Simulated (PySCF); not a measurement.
## Electron correlation in He (helium, neutral)

1s2, closed-shell 1S. Calculation: PySCF 2.14, in Sapporo-DZP-2012 (2s1p, 5 functions); scalar relativity by spin-free X2C-1e. Frozen: nothing; 2 electrons correlated.

Total MP2 correlation energy: -27.27 mhartree.

Same-spin part 0.00 and opposite-spin part -27.27 mhartree; SCS-MP2 scales them by 1/3 and 6/5 to -32.72 mhartree.

With two correlated electrons CCSD is exact within the correlated space (frozen core and kept virtual orbitals).

```csv
level,correlation energy (mhartree)
CCSD,-34.45
```

Diagnostics: T1 = 0.00082, D1 = 0.0012, largest double amplitude 0.064.

Task: Is a single reference adequate?

Result: Yes: T1 lies below 0.03 and no double amplitude reaches 0.07.
